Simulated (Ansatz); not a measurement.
Gas-phase electronic energies from Ansatz, PBE0-D4/def2-TZVP geometries. CBS: MP2 limit from def2 TZ/QZ plus the TZ coupled-cluster correction, frozen cores. This one scheme is used for every species. DFT in def2-TZVPP. Each species was taken in one conformer, which may not be the lowest.

Reaction (hydrogenolysis of a C–Si bond): `C=C([SiH3])[SiH2]O` + H₂ → `C=C[SiH2]O` + SiH₄

Task: Is it downhill or uphill in electronic energy at CCSD(T)/CBS, and by how much? (Estimate.)

Result: Computed: Downhill: ΔE = -15.1 kJ/mol.

Task: What do these levels give: PBE, PBE0, HF/def2-QZVPP, MP2/def2-QZVPP, SCS-MP2/def2-QZVPP, MP2/CBS(def2)? (Best estimate.)

Result: The calculation gave: PBE -20.6, PBE0 -23.3, HF/def2-QZVPP -44.5, MP2/def2-QZVPP -8.3, SCS-MP2/def2-QZVPP -16.2, MP2/CBS(def2) -7.1 kJ/mol.

Largest T1 diagnostic among the species: 0.012.

In def2-TZVPP, CCSD(T) changes the Hartree–Fock value by +26.5 kJ/mol (the triples alone add +5.8 kJ/mol) and MP2 by +34.5 kJ/mol. The D4 term adds +13.9 kJ/mol with B3LYP and +7.7 kJ/mol with PBE0; it sums over pairs of atoms, weighted by their polarisabilities, and B3LYP, whose exchange is more repulsive, gets the larger term.

B3LYP here is the variant with VWN-RPA as its local correlation; programs differ in this.
